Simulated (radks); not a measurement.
S+, configuration [Ne] 3s2 3p3 (the NIST ground configuration). Calculated with a radial shooting solver on a logarithmic mesh with Libxc functionals: non-relativistic Kohn-Sham, PBE, spin-unpolarised, spherical densities, point nucleus.

Normalised radial functions P(r) = r R(r), r in bohr:

```
   r/bohr * 2s, o 3s, + 3p (the largest magnitude, 1.5, reaches the edge; | marks zero, & curves that meet)
 0.003977                             +o*
 0.005097                             +o *
 0.006479                             +o  *
 0.008237                             +o  *
  0.01056                             + o  *
  0.01342                             + o    *
  0.01706                             +  o    *
  0.02186                             +  o     *
  0.02779                             +  o       *
  0.03533                             |+  o       *
  0.04491                             |+  o        *
  0.05755                             |+  o       *
  0.07316                             | +o       *
    0.093                             | o+    *
   0.1192                             |o *+
   0.1515                         * o |    +
   0.1926                 *       o   |     +
   0.2468         *             o     |     +
   0.3138    *                o       |     +
   0.3989  *                   o      |    +
   0.5111     *                    o  | +
   0.6498           *               + | o
    0.826                  *   +      |       o
    1.059                  +     *    |            o
    1.346                +          * |              o
    1.711               +            *|             o
    2.192                  +          *         o
    2.787                     +       *     o
    3.543                         +   *  o
     4.54                           + *o
    5.771                            +&
```

2s: eigenvalue -222.17 eV, 1 radial node at r = 0.133 bohr, <r> = 0.481 bohr, 90 % of the charge inside 0.753 bohr. 3s: eigenvalue -27.507 eV, 2 radial nodes at r = 0.130, 0.602 bohr, <r> = 1.64 bohr, 90 % of the charge inside 2.47 bohr. 3p: eigenvalue -16.808 eV, 1 radial node at r = 0.578 bohr, <r> = 1.90 bohr, 90 % of the charge inside 2.94 bohr.
